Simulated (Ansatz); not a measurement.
Reaction (substitution at a C–C bond): `N=CC[SiH3]` + CH₃NH₂ → `CNC=N` + `C[SiH3]`

Program: Ansatz. Geometries: PBE0-D4/def2-TZVP. ΔE: electronic, gas phase. CBS: MP2 limit from def2 TZ/QZ plus the TZ coupled-cluster correction, frozen cores. This one scheme is used for every species. Each species was taken in one conformer, which may not be the lowest.

```json
{"species": "`N=CC[SiH3]`", "CCSD(T)/CBS(def2) energy (Eh)": "-424.07126"}
{"species": "CH₃NH₂", "CCSD(T)/CBS(def2) energy (Eh)": "-95.75281"}
{"species": "`CNC=N`", "CCSD(T)/CBS(def2) energy (Eh)": "-189.09808"}
{"species": "`C[SiH3]`", "CCSD(T)/CBS(def2) energy (Eh)": "-330.73916"}
```

(1) Work out ΔE.

Largest T1 diagnostic among the species: 0.013.

Results:

(1) ΔE = (-189.09808) + (-330.73916) − (-424.07126) − (-95.75281) = -0.01317 Eh = -34.6 kJ/mol.

At CCSD(T), def2-SVP lies −6.2 kJ/mol from the extrapolated value and def2-TZVPP −0.0 kJ/mol. Leaving LDA and LC-ωPBE aside and taking each functional with its dispersion term where it has one, the values, not all of them listed here, spread over 8.7 kJ/mol, from r2SCAN-D4 to ωB97M-V. LDA lies −12.4 kJ/mol from PBE without D4.
